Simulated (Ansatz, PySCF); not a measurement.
Spin states of CNiO (SMILES [O+]#[C-]->[Ni]), each relaxed with B3LYP-D3(BJ)/def2-TZVP.
State 1 (charge 0, multiplicity 1):
```xyz
3

Ni    -0.964    -0.768    -0.881
O      0.830     0.707     0.733
C      0.101     0.109     0.078
```
State 2 (charge 0, multiplicity 3):
```xyz
3

Ni    -0.97492    -0.91226    -0.91150
O      0.91327     0.55598     0.77286
C      0.02859     0.40365     0.06832
```

Singlets are restricted, other states unrestricted; no spin–orbit coupling, no relativity up to Kr; see below for the cores. The largest T1 diagnostic is 0.054.

Run with Ansatz (a program for electronic structure); PySCF for the dispersion terms. 

Task: One of these levels gives 33.80 kcal/mol for the energy of the multiplicity-3 state less that of the multiplicity-1 state. Which one is it?
(A) CAM-B3LYP-D3(BJ)/def2-TZVPP
(B) r2SCAN/def2-TZVPP
(C) BLYP/def2-TZVPP
(D) PBE0-D4/def2-TZVPP

Result: C, BLYP/def2-TZVPP. The others give 24.94 (r2SCAN/def2-TZVPP), 17.44 (PBE0-D4/def2-TZVPP), 19.25 (CAM-B3LYP-D3(BJ)/def2-TZVPP)
